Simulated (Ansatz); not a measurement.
ClGaH2 (SMILES [Cl][GaH2]) moved off its minimum; all values from Ansatz (an electronic-structure program), cores frozen in correlated methods.
(charge 0, multiplicity 1)
```xyz
4

Ga    -0.05607    -0.31951    -0.83724
H     -1.36035    -0.37010    -1.36163
H      1.46874    -0.73577    -1.20171
Cl     0.02910     0.43076     1.40796
```

Problem. Give the forces (eV/Å), the total energy and the dipole at CCSD(T)/def2-TZVPPD.

Solution. 
| atom | Fx | Fy | Fz |
|---|---|---|---|
| Ga1 | 3.939 | 0.380 | 3.165 |
| H2 | -3.016 | -0.069 | -1.362 |
| H3 | -0.763 | 0.200 | -0.084 |
| Cl4 | -0.160 | -0.511 | -1.718 |
Energy -2384.2675 hartree, dipole 3.68 D.
